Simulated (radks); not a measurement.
Values are calculated unless marked as measured or tabulated.
These are the eigenvalues of the occupied orbitals of an atom or ion with whole-number occupations (eV). Code: a radial shooting solver on a logarithmic mesh with Libxc functionals. Model: non-relativistic Kohn-Sham, PBE, spin-polarised, spherical densities, point nucleus.

orbital  eigenvalue
1s up     -2481.256
1s down   -2480.971
2s up     -290.1839
2s down   -289.6920
2p up     -236.6209
2p down   -236.1526
3s up      -81.6305

Which element is it, and in what charge state? The configuration may be excited. Open shells, if any, are filled with parallel spins first.

Answer. Z = 16, sulfur, charge +5: S5+ in [Ne] 3s1. The list shows which subshells hold electrons but not how many an open one holds; the 1s level, -91.184 hartree, gives Z - s = 13.5 by -(Z - s)^2/2, which with screening narrows Z to a few neighbours, and the depths of the outer levels then fix element, charge and occupations together.
